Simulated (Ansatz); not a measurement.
Coupled-cluster diagnostics for SbMe2H (C₂H₇Sb), Ansatz.

Geometry of the singlet (r2SCAN-D4/def2-SVP):

```xyz
10

Sb    0.285   -0.752   -1.069
C     0.661    1.348   -0.599
H     1.585    1.421   -0.006
H    -0.176    1.771   -0.025
H     0.794    1.919   -1.529
C    -0.378   -1.250    0.952
H    -0.876   -2.231    0.949
H    -1.075   -0.488    1.328
H     0.499   -1.303    1.613
H    -1.320   -0.435   -1.614
```

In the def2 sets Sb takes a core potential; there is no spin–orbit coupling. Correlated methods freeze 6 core orbitals; core or outer-core shells of Sb are correlated, in sets that lack core-valence functions.

Q: Estimate the CCSD(T) correlation energy, the shares of MP2 and (T), T1 and the reference's ⟨S²⟩ for: charge 0, singlet, own geometry in def2-TZVPP; and the rough time on 4 threads of Arm Neoverse V1 on a shared host.

A: 
```csv
state,basis,correlation (eV),MP2 share (%),(T) share (%),T1,⟨S²⟩ (pure),wall time
"charge 0, singlet, own geometry",def2-TZVPP,-21.121,93.3,3.3,0.012,0.00 (0.00),76 s
```
Customary marks for T1 are 0.02 (closed shells), 0.045 (open shells) and about 0.05 (3d metals). T1 stays under 0.02 throughout.
